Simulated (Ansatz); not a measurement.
Z-matrix (Å, degrees):
```
Si
O 1 1.5309
Si 1 2.3660 2 121.05
O 3 1.6584 1 102.79 2 -179.24
H 4 0.9608 3 119.88 1 -179.44
H 3 1.4844 4 112.05 5 61.41
H 3 1.4846 6 108.11 4 123.92
Si 1 2.3684 2 123.07 3 179.99
H 8 1.4791 1 110.15 2 -0.57
H 8 1.4826 9 110.32 1 119.82
H 8 1.4826 9 110.32 10 120.37
```
Charge 0, spin multiplicity 1.

Computed with Ansatz (a quantum-chemistry and plane-wave program) with frozen-core CCSD(T)/cc-pVTZ // B3LYP-D3(BJ)/def2-TZVP.

```yaml
HF energy: -1020.14819 Ha
MP2 correlation energy: -0.83942 Ha
```

Task: Estimate the CCSD correlation energy, the (T) correction, the total energy and the T1 diagnostic.

Result: 
| Quantity | Result |
|---|---|
| CCSD correlation energy | -0.88427 Ha |
| (T) correction | -0.03643 Ha |
| CCSD(T) total energy | -1021.06889 Ha |
| T1 diagnostic | 0.019 |
